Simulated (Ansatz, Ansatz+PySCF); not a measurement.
```yaml
atoms:
  - { symbol: H, position_ang: [-0.0894, 0.0814, 0.0612] }
  - { symbol: C, position_ang: [0.3224, 0.5493, 0.9676] }
  - { symbol: C, position_ang: [1.0524, 0.4680, 2.0476] }
  - { symbol: O, position_ang: [1.7608, 0.5723, 2.9611] }
```

Basis set: def2-SVP (spherical functions). Frozen core: 3 orbitals. Charge 0, multiplicity 2.

Computed with Ansatz (development build ahead of 0.2.0); each method stands on the lowest determinant of its kind that the runs found.

The atomization energy at this shape (free ground-state atoms in the same class of orbitals less the molecule, no zero-point energy) of doublet C₂HO:

```
 method  atomization energy
UHF-MP2       1715.4 kJ/mol
```

What does UHF give?

1187.1 kJ/mol.
